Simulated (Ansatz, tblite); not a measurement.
Removing an electron: the cluster Si2O2⁻. Charge -1, multiplicity 2. Geometry: PBE0-D4/def2-TZVPD. Ansatz, gas phase; energy differences of separate SCF runs; the oxidised species is a singlet (the triplet lies 2.49 eV higher at PBE0-D4/def2-TZVPD).

```xyz
4

Si    0.473    1.104    0.344
Si   -0.472   -1.104   -0.344
O    -0.141    0.400   -1.090
O     0.140   -0.400    1.090
```

The xTB rows come from tblite. Correlated methods freeze 12 core orbitals. In CCSD on the charge -1 doublet the largest single amplitude is 0.35, so its Hartree–Fock determinant may place the open shell otherwise than the density functionals do. The structure comes from a short search, and lower isomers may exist.

| level | −HOMO (eV) | vertical IE (eV) | −LUMO (eV) | HOMO–LUMO gap (eV) | remarks |
| --- | --- | --- | --- | --- | --- |
| GFN1-xTB | – | 3.19 | – | – | – |
| GFN2-xTB | – | 2.94 | – | – | – |
| PBE-D4/def2-TZVPD | -1.65 | 0.83 | -2.56 | 0.92 | HOMO above zero (-1 doublet) |
| r2SCAN-D4/def2-TZVPD | -1.46 | 0.90 | -2.51 | 1.06 | HOMO above zero (-1 doublet) |
| PBE0-D4/def2-TZVPD | -1.02 | 0.73 | -3.08 | 2.06 | HOMO above zero (-1 doublet) |
| CCSD/def2-TZVPPD | – | 0.28 | – | – | large T1 (0.061) (-1 doublet) |
| CCSD(T)/def2-TZVPPD | – | 0.40 | – | – | large T1 (0.061) (-1 doublet) |

Run but left out: HF/def2-TZVPPD, MP2/def2-TZVPPD (doublet: a determinant that CCSD turns far, T1 0.061).  A HOMO above zero means that the electron is unbound at that level or that self-interaction error raises the level; the energy of removing that electron tells which. HOMO and LUMO are the levels of the spin that leaves or enters (xTB has no such levels and no spin-polarisation term). Other spin states of the ions may lie lower, which would lower the ionisation energy or raise the affinity. Raw xTB energy differences between charge states are shifted by several eV; the methods need an empirical correction for them.
